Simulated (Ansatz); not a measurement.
Basis-set extrapolation for CH9NOSi2 (`N[SiH2][SiH2]CO`) (PBE0-D4/def2-TZVP geometry, frozen core, the Gaussian-basis code of Ansatz). Multiplicity 1, RHF reference.

```
                      def2-TZVPP   def2-QZVPP
                 HF  -750.389379  -750.415935
    MP2 correlation    -0.881916    -0.947138
CCSD(T) correlation    -0.975309      not run
```

Energies in hartree. Use E(X) = E(∞) + A·exp(−7.88·√X) for Hartree–Fock and E(X) = E(∞) + B·X^(−2.97) for correlation, with X = 3 and 4, and add CCSD(T) minus MP2 of the smaller set to the MP2 limit.

Q: What is the CCSD(T) energy at the basis-set limit?

A: HF limit: -750.415935 + (-0.026556) × 0.13774 = -750.41959. MP2 limit: -0.947138 + (-0.065222) × 0.74074 = -0.99545. Higher-order term: -0.975309 − (-0.881916) = -0.09339. Total: -751.50843 hartree, 3.91 eV below CCSD(T)/def2-TZVPP.
